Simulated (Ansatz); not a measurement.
Correlation energies of `C=C[SiH2][SiH](O)O` by basis set

```xyz
14

C     1.921   -1.150   -0.540
C     1.949    0.175   -0.424
Si    0.470    1.226    0.015
Si   -1.357   -0.107    0.642
O    -2.601    0.956    0.829
O    -1.687   -1.291   -0.461
H     2.808   -1.722   -0.800
H     1.012   -1.726   -0.387
H     2.899    0.680   -0.599
H     0.094    2.080   -1.151
H     0.823    2.152    1.128
H    -1.139   -0.881    1.893
H    -3.409    0.631    1.231
H    -1.782   -1.023   -1.376
```

Total charge 0; spin multiplicity 1. Geometry: relaxed with PBE0-D4/def2-TZVP. It is one conformer, not always the lowest. Frozen core, restricted reference, the Gaussian-basis code of Ansatz. CBS rows extrapolate triple and quadruple zeta; past MP2 they add the triple-zeta difference.

```csv
basis,HF (Eh),MP2 corr.
def2-TZVPP,-808.18944,-1.04734
def2-QZVPP,-808.21852,-1.12657
```

(1) Estimate the CCSD correlation energy and the (T) correction in each basis where they were run (hartree).

Answers

(1) 
| basis | CCSD corr. | (T) |
| --- | --- | --- |
| def2-TZVPP | -1.09942 | -0.04336 |
| CBS(def2) | -1.23733 | as TZ |
